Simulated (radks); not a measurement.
Results of a calculation; reference values are marked as such.
Mean orbital radii <r> (bohr) of neutral terbium, [Xe] 4f9 6s2, at several levels of relativity; Dirac values are averaged over j with weights 2j + 1. Spin-unpolarised spherical Kohn-Sham, PBE, point nucleus unless stated (finite: rms radius 5.06 fm), a radial shooting solver on a logarithmic mesh with Libxc functionals. A level marked "c x" has the speed of light scaled by that factor and shares open shells by 2j + 1; other Dirac levels either fill j = l - 1/2 first or share by 2j + 1.

| shell | non-rel. | scalar-rel. | scalar-rel., finite nucleus | Dirac, 2j+1 shares | change of magnitude, last against first (%) |
|---|---|---|---|---|---|
| 2s | 0.09925 | 0.09149 | 0.09150 | 0.09095 | -8.37 |
| 2p | 0.08415 | 0.08089 | 0.08089 | 0.08053 | -4.31 |
| 3s | 0.2557 | 0.2393 | 0.2394 | 0.2389 | -6.58 |
| 3p | 0.2455 | 0.2381 | 0.2381 | 0.2374 | -3.30 |
| 3d | 0.2176 | 0.2165 | 0.2165 | 0.2165 | -0.47 |
| 4s | 0.5771 | 0.5414 | 0.5415 | 0.5414 | -6.20 |
| 4p | 0.5905 | 0.5736 | 0.5736 | 0.5728 | -2.99 |
| 4d | 0.6248 | 0.6238 | 0.6238 | 0.6241 | -0.13 |
| 5s | 1.426 | 1.327 | 1.327 | 1.328 | -6.92 |
| 5p | 1.620 | 1.573 | 1.573 | 1.572 | -2.96 |
| 4f | 0.8544 | 0.9103 | 0.9103 | 0.9115 | +6.68 |
| 6s | 4.439 | 4.163 | 4.164 | 4.164 | -6.20 |
